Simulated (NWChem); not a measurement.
# Plane-wave run on Li₂S (fluorite type)

```
Li2S
1.0
    0.00000     2.81425     2.81425
    2.81425     0.00000     2.81425
    2.81425     2.81425     0.00000
S Li
1 2
Direct
  0.00000   0.00000   0.00000
  0.25000   0.25000   0.25000
  0.75000   0.75000   0.75000
```

Program: NWChem. Origin of the cell: lattice set by a structure generator, not relaxed at this level; this structure type may not be the compound's usual one.

Norm-conserving pseudopotentials with valence charges S 6, Li 1, fixed occupations, no spin-orbit coupling, density cut at twice the wavefunction cutoff.

Level: LDA (Vosko), Troullier-Martins, cutoff 30 Ha, density from a 4×4×4 mesh. Bands run along Γ–X–U|K–Γ–L–W–X with k in units of the cell's reciprocal vectors.

**Question.** Give the band energies at the labelled points, in eV from the valence-band top.

**Answer.** 
| point | k | band 1 | band 2 | band 3 | band 4 | band 5 | band 6 |
|---|---|---|---|---|---|---|---|
| Γ | 0.000 0.000 0.000 | -11.14 | 0.00 | 0.00 | 0.00 | 4.18 | 6.00 |
| X | 0.500 0.000 0.500 | -10.50 | -2.29 | -1.54 | -1.54 | 3.14 | 7.03 |
| U | 0.625 0.250 0.625 | -10.50 | -2.24 | -2.09 | -1.25 | 4.41 | 8.01 |
| K | 0.375 0.375 0.750 | -10.50 | -2.24 | -2.09 | -1.25 | 4.41 | 8.01 |
| L | 0.500 0.500 0.500 | -10.64 | -3.07 | -0.55 | -0.55 | 6.02 | 6.37 |
| W | 0.500 0.250 0.750 | -10.48 | -1.95 | -1.95 | -1.92 | 5.37 | 7.11 |
Bands up to 4 are filled.
